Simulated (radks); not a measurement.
Question: Isoelectronic series with 20 electrons, each ion in its NIST ground configuration. Method: scalar-relativistic Kohn-Sham, SCAN, spin-polarised, spherical densities, finite nucleus; open shells are filled with parallel spins first; meta-GGA in the generalised Kohn-Sham scheme; Fermi nuclear charge, rms radius of each element as measured or else 0.836 A^(1/3) + 0.57 fm; computed with a radial shooting solver on a logarithmic mesh with Libxc functionals. Total energies (hartree) and orbital eigenvalues (hartree):

ion    configuration  E (hartree)      3d up    3p down      3p up    3s down
Sc+     [Ar] 3d1 4s1   -764.12078   -0.37495   -1.50539   -1.54939   -2.33075
Ti2+        [Ar] 3d2   -853.13545   -0.74154   -2.00044   -2.09172   -2.91500
Cr4+        [Ar] 3d2  -1047.16947   -2.16555   -3.78597   -3.90966   -4.91078
Mn5+        [Ar] 3d2  -1152.14471   -3.07398   -4.87157   -5.00831   -6.10667
Fe6+        [Ar] 3d2  -1262.43273   -4.10456   -6.07795   -6.22673   -7.42613
Co7+        [Ar] 3d2  -1378.04628   -5.25432   -7.40276   -7.56293   -8.86671
Ni8+        [Ar] 3d2  -1498.99662   -6.52140   -8.84465   -9.01575  -10.42706
Cu9+        [Ar] 3d2  -1625.29768   -7.90455  -10.40276  -10.58447  -12.10644
Zn10+       [Ar] 3d2  -1756.96947   -9.40284  -12.07656  -12.26865  -13.90445
Ga11+       [Ar] 3d2  -1894.02612  -11.01560  -13.86572  -14.06798  -15.82092

Estimate the row of V3+ ([Ar] 3d2).

Answer: E (hartree) -947.49970; 3d up -1.38445; 3p down -2.82551; 3p up -2.93454; 3s down -3.84321.
